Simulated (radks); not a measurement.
Results of a calculation; reference values are marked as such.
Q: The mean radii <r> (bohr) of the occupied orbitals of an atom or ion are listed with their occupations. Code: a radial shooting solver on a logarithmic mesh with Libxc functionals. Model: Dirac Kohn-Sham, BLYP, spin-unpolarised, spherical densities, finite nucleus; Fermi nuclear charge, rms radius of each element as measured or else 0.836 A^(1/3) + 0.57 fm.

orbital  occ.      <r>
1s1/2       2  0.03185
2s1/2       2   0.1380
2p1/2       2   0.1171
2p3/2       4   0.1221
3s1/2       2   0.3791
3p1/2       2   0.3712
3p3/2       4   0.3821
3d3/2       4   0.3556
3d5/2       6   0.3591
4s1/2       2   0.9374
4p1/2       2    1.004
4p3/2       4    1.033
4d3/2       4    1.303
4d5/2       3    1.316

Name the element and its charge. Open shells, if any, fill j = l - 1/2 first.

A: Z = 46, palladium, charge +3: Pd3+ in [Kr] 4d7. The 1s radius gives Z: for a bare nucleus <r> = (2 gamma + 1)/(2Z) with gamma = sqrt(1 - (Z/c)^2), 0.03135 bohr for Z = 46, and screening makes it slightly larger (0.03185 here). The occupations add up to 43, and the charge is Z minus that.
